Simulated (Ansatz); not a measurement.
Species: GeBr₂, charge 0, triplet. This triplet is an excited state, 2.4 eV above the singlet at CCSD(T)/cc-pV5Z (Ansatz, a quantum-chemistry and plane-wave program). GeBr2 (SMILES [Br][Ge][Br], triplet).
B3LYP-D3(BJ)/def2-TZVP minimum from Ansatz:
```xyz
3

Ge     0.0056    -0.0075     0.8065
Br     1.1230    -1.6899    -0.3922
Br    -1.1281     1.6967    -0.3452
```
Charge 0, spin multiplicity 3.

Total energies in cc-pVDZ, 18 correlated electrons, 42 frozen orbitals. Radicals and triplets start from unrestricted determinants; spin-orbit coupling is neglected. Cores are frozen in correlated methods (noble-gas shells, and filled d and f shells in the p block). No relativity. Spin-orbit terms, left out, reach several kcal/mol for Br and I, and more for heavier atoms. The spin of Br2Ge ([Br][Ge][Br], triplet) was assumed, and the state is the lowest solution found for it.

```
method    program  energy (Eh)  minus CCSDT(Q) (mEh)
--------  -------  -----------  --------------------
HF         Ansatz  -7220.13370                318.58
MP2        Ansatz  -7220.41359                 38.69
CCSD       Ansatz  -7220.44227                 10.01
CCSD(T)    Ansatz  -7220.45037                  1.91
CCSDT(Q)   Ansatz  -7220.45228                  0.00
```

Rough core times of Ansatz's runs on a shared machine: CCSD(T) 20 s, CCSDT(Q) 90 s.
